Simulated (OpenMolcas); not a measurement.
## d5 ions of charge +3 down a group on the Cd site of KCdF3

```
Program             : OpenMolcas 26.06
Method              : CASSCF
Spin-orbit coupling : RASSI with atomic mean-field integrals over the reference wave functions
```

The d shell is active. Each dopant is a cluster with its nearest anions in model potentials and point charges, with no relaxation and no local charge compensation. Distances were set from a Shannon-type radius of the metal (high-spin where two are listed) plus a fixed donor radius (F 1.31 Å), in hosts weighted 0.65 to 0.35 with the host's distance in the model lattice. Ligand basis ANO-RCC-VDZP, DKH2 Hamiltonian. States (labels of O, the rotations of Oh). Energies in cm-1 above the lowest state or level, χT in cm3 K/mol; 10Dq and B are least-squares fits to the states below 45000 cm-1, weighted by degeneracy, with a free offset, and given where the rms deviation is under 5 % of |10Dq| (or 100 cm-1) and under 700 cm-1. Spin-only χT is S(S+1) / 2 for the spin of the ground state.

```csv
Ion,Shell,R (Å),Metal basis,Ground state,10Dq,B (rms of fit),First gap with spin-orbit (degeneracies),χT at 300 K,First state of another spin,Spin-only χT
Fe3+,3d5,2.024,ANO-RCC-VTZP,6A1,8870,1230 (119),"28819 (6, 2)",4.385,4T1 28906,4.375
Ru3+,4d5,2.046,ANO-RCC-VTZP,6A1,20351,800 (177),"194.1 (2, 4)",3.546,2T2 1883,4.375
```

|10Dq| changes by a factor of 20351 / 8870 = 2.29 from Fe3+ to Ru3+.

B goes from 1230 cm-1 (Fe3+) to 800 cm-1 (Ru3+).

Every ion keeps the highest spin of its shell. χT departs most from the spin-only value for Ru3+, by -0.829 cm3 K/mol.

Without dynamic correlation the repulsion within the d shell is too large (B by tens of per cent), so at a given field states of lower spin stand too high. Ligand-to-metal charge-transfer states are missing. With no ligand orbital active B as a rule stays too high, so bands that hang on it stand too high and its fall with covalency is understated. With metal d orbitals alone and no dynamic correlation 10Dq can be off by a tenth to a fifth, either way, in oxide and fluoride hosts (holds for Fe3+). Spin-orbit coupling mixes the spin-free states strongly: the lowest level takes only 68 % from its leading state, 6A1 (holds for Ru3+). This shell can be high or low spin here, a state of another spin lies low, and with metal d orbitals alone active their balance is uncertain, so the ground spin may be wrong (holds for Ru3+). With metal d orbitals alone the field can be off either way by tens of per cent (holds for Ru3+). No measured value stands beside these numbers; the geometry was set by hand and not optimised.
